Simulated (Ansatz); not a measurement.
Geometry optimisation, RKS r2SCAN-D4/6-31G* (Ansatz).

The input (input.yaml):

```yaml
crystal:
  periodic: [false, false, false]
  atoms:
    - { symbol: C, position_ang: [-0.11696, 0.52968, -1.56319] }
    - { symbol: S, position_ang: [0.33492, 0.86854, 0.17173] }
    - { symbol: B, position_ang: [-0.03831, -0.67354, 0.97394] }
    - { symbol: S, position_ang: [0.2072, -0.8951, 2.72096] }
    - { symbol: H, position_ang: [0.1579, 1.40817, -2.13715] }
    - { symbol: H, position_ang: [-1.18664, 0.36004, -1.62822] }
    - { symbol: H, position_ang: [0.43022, -0.33758, -1.91728] }
    - { symbol: H, position_ang: [-0.45622, -1.57694, 0.36549] }
    - { symbol: H, position_ang: [0.66788, 0.31673, 3.01369] }
basis:
  gaussian: { orbitals: "6-31G*" }
hamiltonian:
  xc: r2scan
  dispersion: d4
relax:
  f_tol: 0.02
  max_steps: 50
output:
  orbitals: {}
```

Command:

```bash
$ ansatz run input.yaml --threads 2 --pin off --max-ram 3072MiB --backend cpu --events-out ev --progress --plain --runs-dir out
```

Problem. Where does it end, and by what steps?

Solution. It converged. After 5 steps the energy has fallen by 0.034 eV; H9 moved furthest, 0.06 Å.

```csv
step,energy less start (eV),largest force component (eV/Å),accepted
0,0.0000,0.709,yes
1,-0.0297,0.254,yes
2,-0.0290,0.239,no
3,-0.0339,0.027,yes
4,-0.0337,0.043,no
5,-0.0340,0.003,yes
```

```xyz
9
Properties=species:S:1:pos:R:3
C -0.116 0.532 -1.577
S 0.343 0.880 0.163
B -0.039 -0.661 0.987
S 0.205 -0.911 2.751
H 0.144 1.419 -2.160
H -1.190 0.348 -1.659
H 0.443 -0.326 -1.956
H -0.477 -1.592 0.378
H 0.687 0.311 3.073
```

Whether the end is a true minimum wasn't checked by a vibrational analysis.

Time of the run: 15 s on 2 threads of Arm Neoverse V2, on a shared host, peak memory 0.14 GiB.
